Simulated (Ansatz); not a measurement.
`F[SiH](F)Br` + `BN` → `BN[SiH](F)F` + HBr at 298.15 K and 1 bar (ligand exchange at the Si–Br bond).

Isolated molecules relaxed with PBE0-D4/def2-TZVP in Ansatz; ΔE leaves out vibrations. CBS: MP2 limit from def2 TZ/QZ plus the TZ coupled-cluster correction, frozen cores. This one scheme is used for every species. For Br outer-core shells are correlated without core-valence functions, which leaves a few kJ/mol of doubt a bond. Scalar relativity is left out up to krypton. Each species was taken in one conformer, which may not be the lowest.

| species | CCSD(T)/CBS energy (Eh) | H − E (kJ/mol) | S (J/(mol·K)) |
| --- | --- | --- | --- |
| `F[SiH](F)Br` | -3062.76774 | 57.4 | 311.3 |
| `BN` | -81.93499 | 137.2 | 228.1 |
| `BN[SiH](F)F` | -570.77155 | 160.8 | 335.9 |
| HBr | -2573.91920 | 24.6 | 198.6 |

H − E and S are ideal-gas, rigid-rotor, harmonic terms from PBE0-D4/def2-TZVP, for one conformer and one mirror image of each species. 1 Eh = 2625.50 kJ/mol, R = 8.31446 J/(mol·K).

Question: By hand: ΔE, ΔH, ΔS and ΔG.

Answer: ΔE = (-570.77155) + (-2573.91920) − (-3062.76774) − (-81.93499) = 0.01198 Eh = 31.5 kJ/mol. Δ(H − E) = 160.8 + 24.6 − 57.4 − 137.2 = -9.2, so ΔH = 22.3 kJ/mol. ΔS = 335.9 + 198.6 − 311.3 − 228.1 = -4.9 J/(mol·K). ΔG = 22.3 − 298.15 × (-4.9)/1000 = 23.8 kJ/mol.

Question: By hand: the equilibrium constant, and the temperature at which ΔG would vanish if ΔH and ΔS stayed fixed.

Answer: log₁₀ K = −ΔG/(RT ln 10) = -4.2. ΔH and −TΔS have one sign here, so there is no such temperature. One of them is within its doubt of zero, so this could turn.

The number of gas molecules stays the same, so ΔS is small and ΔH decides. A doubt of 5 kJ/mol in ΔE shifts log₁₀ K by 0.9 here. Other conformers and mirror images would add mixing entropy, several J/(mol·K) or more a flexible species. Modes under 60 cm⁻¹, often nearly free rotors, make the harmonic entropy too high. These are equilibria of isolated gas molecules and say nothing of rates. Largest T1 diagnostic: 0.012 (customary marks: 0.02 for closed shells, 0.045 for open ones).
